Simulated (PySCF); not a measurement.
C2H6F2Si, SMILES C[Si@H](F)CF. Atoms are numbered in the order given.

```xyz
11

C      1.9610    -0.5611    -0.6590
Si     0.3877     0.3481    -0.2010
F      0.5611     0.9729     1.3120
C     -1.0899    -0.8469    -0.1863
F     -2.2862    -0.1563    -0.0002
H      2.8374     0.1147    -0.5936
H      1.9075    -0.9483    -1.6975
H      2.1403    -1.4186     0.0211
H      0.0926     1.4946    -1.1228
H     -1.1346    -1.4102    -1.1495
H     -0.9711    -1.6068     0.6219
```

Coordinates come from a PBE-D3(BJ)/def2-SVP optimisation. The structure was generated by enumeration; whether it is a known compound was not checked. The values are those of a single conformer.

Method: PBE-D3(BJ)/def2-SVP (PySCF).

Frequencies are harmonic and unscaled.

Task: Estimate the vibrational spectrum. (An estimate is asked for; the answer gives what the named calculation found.)

Result: 
| mode | ν (cm⁻¹) | IR (km/mol) | moving atoms (share of kinetic energy) |
|---|---|---|---|
| 1 | 82 | 2.7 | F 54 %, H 21 %, C 20 % |
| 2 | 127 | 1.5 | H 37 %, F 31 %, C 21 %, Si 10 % |
| 3 | 141 | 0.5 | H 82 % |
| 4 | 212 | 2.3 | F 48 %, C 25 %, H 23 % |
| 5 | 245 | 7.9 | Si 32 %, H 31 %, F 26 %, C 11 % |
| 6 | 313 | 8.3 | F 37 %, C 26 %, Si 19 %, H 18 % |
| 7 | 593 | 9.1 | H 54 %, C 33 %, Si 8 % |
| 8 | 644 | 15.4 | H 60 %, C 35 % |
| 9 | 687 | 20.0 | H 51 %, C 27 %, Si 15 % |
| 10 | 743 | 71.5 | H 50 %, Si 26 %, C 22 % |
| 11 | 761 | 17.9 | H 56 %, C 28 %, Si 12 % |
| 12 | 819 | 12.5 | H 48 %, F 36 %, Si 10 % |
| 13 | 854 | 136.1 | H 73 %, C 14 %, Si 12 % |
| 14 | 919 | 167.3 | H 37 %, Si 37 %, F 17 %, C 9 % |
| 15 | 1047 | 63.8 | C 50 %, F 41 %, H 8 % |
| 16 | 1200 | 2.7 | H 91 % |
| 17 | 1223 | 30.5 | H 78 %, C 22 % |
| 18 | 1265 | 2.1 | H 73 %, C 25 % |
| 19 | 1377 | 2.0 | H 96 % |
| 20 | 1382 | 5.1 | H 96 % |
| 21 | 1395 | 4.4 | H 93 % |
| 22 | 2187 | 122.4 | H 97 % |
| 23 | 2927 | 20.6 | H 95 % |
| 24 | 2977 | 0.6 | H 97 % |
| 25 | 2982 | 21.4 | H 90 %, C 10 % |
| 26 | 3076 | 2.4 | H 91 %, C 9 % |
| 27 | 3082 | 1.1 | H 91 %, C 9 % |
